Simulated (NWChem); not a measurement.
System: GeH$_{4}$; SMILES [GeH4]

Input file for NWChem:

```
start job
memory heap 200 mb stack 900 mb global 1100 mb
geometry units angstroms noautosym nocenter noautoz
  Ge     0.000007     0.000004     0.000000
  H      1.062702    -0.000009    -1.110812
  H      0.431655     0.958041     1.122112
  H     -0.147661    -1.420895     0.567890
  H     -1.346689     0.462868    -0.579194
end
basis spherical
  Ge library def2-svp
  H library def2-svp
end
dft
  xc bhlyp
  iterations 150
end
tddft
  nroots 8
  notriplet
end
task tddft energy
```

Parts of the log:

```
             Northwest Computational Chemistry Package (NWChem) 7.3.0
             --------------------------------------------------------

                             Geometry "geometry" -> ""
                             -------------------------

 Output coordinates in angstroms (scale by  1.889725989 to convert to a.u.)

  No.       Tag          Charge          X              Y              Z
 ---- ---------------- ---------- -------------- -------------- --------------
    1 Ge                  32.0000     0.00000700     0.00000400     0.00000000
    2 H                    1.0000     1.06270200    -0.00000900    -1.11081200
    3 H                    1.0000     0.43165500     0.95804100     1.12211200
    4 H                    1.0000    -0.14766100    -1.42089500     0.56789000
    5 H                    1.0000    -1.34668900     0.46286800    -0.57919400

 Effective nuclear repulsion energy (a.u.)      45.3258003037

                                 NWChem DFT Module
                                 -----------------

 Summary of "ao basis" -> "ao basis" (spherical)
 ------------------------------------------------------------------------------
       Tag                 Description            Shells   Functions and Types
 ---------------- ------------------------------  ------  ---------------------
 Ge                         def2-svp                12       32   5s4p3d
 H                          def2-svp                 3        5   2s1p

            General Information
            -------------------
          SCF calculation type: DFT
          Wavefunction type:  closed shell.
          No. of atoms     :     5
          No. of electrons :    36
           Alpha electrons :    18
            Beta electrons :    18
          Charge           :     0
          Spin multiplicity:     1
          Use of symmetry is: off; symmetry adaption is: off
          Maximum number of iterations: 150
          AO basis - number of functions:    52
                     number of shells:    24
          Convergence on energy requested:  1.00D-06
          Convergence on density requested:  1.00D-05
          Convergence on gradient requested:  5.00D-04

              XC Information
              --------------
                        BHLYP Method XC Functional
                     Hartree-Fock (Exact) Exchange  0.500
                        Slater Exchange Functional  0.500 local
                    Becke 1988 Exchange Functional  0.500 non-local
              Lee-Yang-Parr Correlation Functional  1.000

[...]

                                NWChem TDDFT Module
                                -------------------

            General Information
            -------------------
           No. of orbitals :     104
            Alpha orbitals :      52
             Beta orbitals :      52
        Alpha frozen cores :       0
         Beta frozen cores :       0
     Alpha frozen virtuals :       0
      Beta frozen virtuals :       0
         Spin multiplicity :       1
    Number of AO functions :      52
        Use of symmetry is : off
      Symmetry adaption is : off
         Schwarz screening :  0.10D-07

              XC Information
              --------------
                 BHLYP Method XC Functional
              Hartree-Fock (Exact) Exchange   0.50
                 Slater Exchange Functional   0.50 local
             Becke 1988 Exchange Functional   0.50 non-local
       Lee-Yang-Parr Correlation Functional   1.00

             TDDFT Information
             -----------------
          Calculation type : TDDFT
         Wavefunction type : Restricted singlets
          No. of electrons :      36
           Alpha electrons :      18
            Beta electrons :      18
              No. of roots :       8
          Max subspacesize :    5600
            Max iterations :     100
               Target root :       1
           Target symmetry : none
      Symmetry restriction : off
                 Algorithm : Optimal
        Davidson threshold :  0.10D-03

    8 smallest eigenvalue differences (eV)
--------------------------------------------------------
  No. Spin  Occ  Vir  Irrep   E(Occ)    E(Vir)   E(Diff)
--------------------------------------------------------
    1    1   18   19 a        -0.399     0.089    13.261
    2    1   18   20 a        -0.399     0.089    13.261
    3    1   17   19 a        -0.399     0.089    13.261
    4    1   18   21 a        -0.399     0.089    13.261
    5    1   16   19 a        -0.399     0.089    13.261
    6    1   17   20 a        -0.399     0.089    13.261
    7    1   17   21 a        -0.399     0.089    13.261
    8    1   16   20 a        -0.399     0.089    13.261
--------------------------------------------------------

  Entering Davidson iterations
  Restricted singlet excited states

  Iter   NTrls   NConv    DeltaV     DeltaE      Time
  ----  ------  ------  ---------  ---------  ---------
    1      8       0     0.16E+00   0.10+100        2.2
    2     24       0     0.60E-01   0.19E-01        3.5
    3     40       0     0.46E-01   0.12E-01        4.2
    4     56       0     0.89E-02   0.12E-02        4.3
    5     72       2     0.28E-02   0.43E-04        4.3
    6     84       5     0.68E-03   0.31E-05        2.8
    7     90       5     0.88E-03   0.22E-06        1.8
    8     96       6     0.12E-02   0.16E-05        1.9
    9    100       6     0.25E-03   0.12E-06        1.6
   10    104       8     0.53E-04   0.51E-08        1.6
  ----  ------  ------  ---------  ---------  ---------
  Convergence criterion met

  Ground state a       -2079.099875148263 a.u.

[...]
```

Level: BHandHLYP/def2-SVP, full TDDFT. Coordinates come from a PBE0/def2-SVP optimisation.
